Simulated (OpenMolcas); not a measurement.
Computed levels of 4s² 4p² in ions with 32 electrons, in cm-1 above ³P₀.

| Quantity | Value |
| --- | --- |
| Program | OpenMolcas |
| Method | CASSCF |
| Basis | ANO-R3 |
| Scalar Hamiltonian | X2C, finite nucleus |
| Spin-orbit coupling | RASSI with atomic mean-field integrals over the reference wave functions, term energies averaged over their components |

Active space for each ion: 2 electrons in 3 orbitals (4p).

| Level | Ge | Se2+ | Br3+ | Kr4+ |
| --- | --- | --- | --- | --- |
| ³P₁ | 465 | 1471 | 2211 | 3158 |
| ³P₂ | 1239 | 3559 | 5101 | 6945 |
| ¹D₂ | 9354 | 15467 | 18505 | 21829 |
| ¹S₀ | 21750 | 34273 | 39812 | 45444 |

Problem. Estimate ³P₂, ¹D₂, ¹S₀ for As+ from its neighbours Ge and Se2+.

Solution. ³P₂ is fine structure, which grows about as the fourth power of a screened charge, so the fourth roots are averaged: ((1239^0.25 + 3559^0.25) / 2)^4 = 2174. The calculation gives 2285, so the estimate is off by -4.9 %; the measured value is 2541 (NIST Handbook of Basic Atomic Spectroscopic Data).
¹D₂ is another term, which grows about linearly with the charge: (9354 + 15467) / 2 = 12410. The calculation gives 12494, so the estimate is off by -0.7 %; the measured value is 10096 (NIST Handbook of Basic Atomic Spectroscopic Data).
¹S₀ is another term, which grows about linearly with the charge: (21750 + 34273) / 2 = 28012. The calculation gives 28389, so the estimate is off by -1.3 %; the measured value is 22599 (NIST Handbook of Basic Atomic Spectroscopic Data).

With the s shell closed, the reference lacks s² → p² mixing. Without dynamic correlation excited terms often stand tens of per cent too high (terms of higher spin than the ground term too low), and those without a measured partner can miss by more than the paired ones (holds for Ge; As+). Measured partners are found by configuration, term and J. A level has none where our copy of the source lacks it or the pairing is in doubt (some pairs that miss far off the trend of their configuration count as doubtful), and it then counts in no deviation. Only configurations of the active space appear.
